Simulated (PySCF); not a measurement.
**Gas-phase thermal properties of LaF3**

Energies from PySCF, thermal terms from the rigid-rotor harmonic-oscillator model, ideal gas at 1 bar. All species are closed-shell singlets. La: scalar-relativistic def2 core potential, no spin-orbit coupling. The harmonic model lacks anharmonicity and excited electronic states, which grow with temperature; levels with a mode under 35 cm⁻¹ are left out. Soft modes under 120 cm⁻¹ make the harmonic entropy rough for LaF3.

| level | point group | σ | ZPE (kJ/mol) | S°298 (J/mol/K) | Cp298 (J/mol/K) | S°1000 (J/mol/K) | H1000 − H298 (kJ/mol) |
|---|---|---|---|---|---|---|---|
| PBE/def2-SVP | C3v | 3 | 11.9 | 326.6 | 71.9 | 421.3 | 55.6 |
| PBE0/def2-TZVP | C3v | 3 | 11.3 | 327.8 | 72.6 | 423.0 | 55.8 |
σ: rotational symmetry number. Electronic degeneracy used: 1. Frequencies are unscaled.
